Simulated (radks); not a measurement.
Values are calculated unless marked as measured or tabulated.
Question: Species: the cobalt ion Co4+. Configuration: [Ar] 3d5. Code: a radial shooting solver on a logarithmic mesh with Libxc functionals. Model: Dirac Kohn-Sham, BLYP, spin-unpolarised, spherical densities, finite nucleus; open shells fill j = l - 1/2 first; Fermi nuclear charge, rms radius 3.7875 fm. Some entries of the table are withheld. Estimate them.

| orbital | occ. | eigenvalue (hartree) | <1/r> (bohr^-1) |
|---|---|---|---|
| 1s1/2 | 2 | -281.3564 | 27.03 |
| 2s1/2 | 2 | -35.35760 | 5.837 |
| 2p1/2 | 2 | -30.98585 | (1) |
| 2p3/2 | 4 | -30.44080 | (2) |
| 3s1/2 | 2 | -5.96426 | 1.870 |
| 3p1/2 | 2 | -4.64666 | (3) |
| 3p3/2 | 4 | -4.57446 | (4) |
| 3d3/2 | 4 | (5) | 1.455 |
| 3d5/2 | 1 | (6) | 1.449 |

Answer: 
(1) 2p1/2 <1/r> (bohr^-1): 5.787
(2) 2p3/2 <1/r> (bohr^-1): 5.676
(3) 3p1/2 <1/r> (bohr^-1): 1.753
(4) 3p3/2 <1/r> (bohr^-1): 1.728
(5) 3d3/2 eigenvalue (hartree): -2.42567
(6) 3d5/2 eigenvalue (hartree): -2.41666
